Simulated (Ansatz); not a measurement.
`[CH3][SbH][CH3]` + `[OH]`• → `[CH2][SbH][CH3]`• + H₂O  (hydrogen abstraction from a C–H bond)

Isolated molecules relaxed with PBE0-D4/def2-TZVP in Ansatz; ΔE leaves out vibrations. CCSD(T)/CBS adds triple-zeta CCSD(T) − MP2 to the extrapolated MP2 energy (def2 sets, frozen cores). This one scheme is used for every species. DFT in def2-TZVPP. B3LYP here is the variant with VWN-RPA as its local correlation; programs differ in this. HSE06 is defined as in plane-wave codes. No spin–orbit coupling; open shells (•) take unrestricted orbitals. def2 core potentials past Kr. For Sb outer-core shells are correlated without core-valence functions, which leaves a few kJ/mol of doubt a bond.

**Question.** Is it downhill or uphill in electronic energy at CCSD(T)/CBS, and by how much? (Estimate.)

**Answer.** Computed: Downhill: ΔE = -69.4 kJ/mol.

**Question.** What do these levels give: HSE06-D4, PBE, B3LYP, r2SCANh, CCSD(T)/def2-SVP, HF/CBS(def2)? (An estimate is asked.)

**Answer.** Ansatz gave: HSE06-D4 -63.3, PBE -76.1, B3LYP -63.8, r2SCANh -66.4, CCSD(T)/def2-SVP -42.9, HF/CBS(def2) -20.3 kJ/mol.

**Question.** What do rigid-rotor, harmonic-oscillator terms from PBE0-D4/def2-TZVP frequencies (298.15 K, 1 bar) make of the CCSD(T)/CBS value? (An estimate is asked.)

**Answer.** Computed: ΔZPE = -2.9 kJ/mol, ΔH = -70.5 kJ/mol, ΔS = 13 J/(mol·K), ΔG = -74.5 kJ/mol. Open shells count their whole term as degenerate.

Largest T1 diagnostic among the species: 0.015.

From r2SCAN to r2SCAN0 (25 % exact exchange), in def2-TZVPP and without D4, ΔE moves by +9.0 kJ/mol. In def2-TZVPP, CCSD(T) changes the Hartree–Fock value by −43.0 kJ/mol (the triples alone add −2.9 kJ/mol) and MP2 by −54.9 kJ/mol. Leaving LDA and LC-ωPBE aside and taking each functional with its dispersion term where it has one, the values, not all of them listed here, spread over 27.6 kJ/mol, from PBE-D4 to BHLYP-D4. LDA lies −25.3 kJ/mol from PBE without D4.
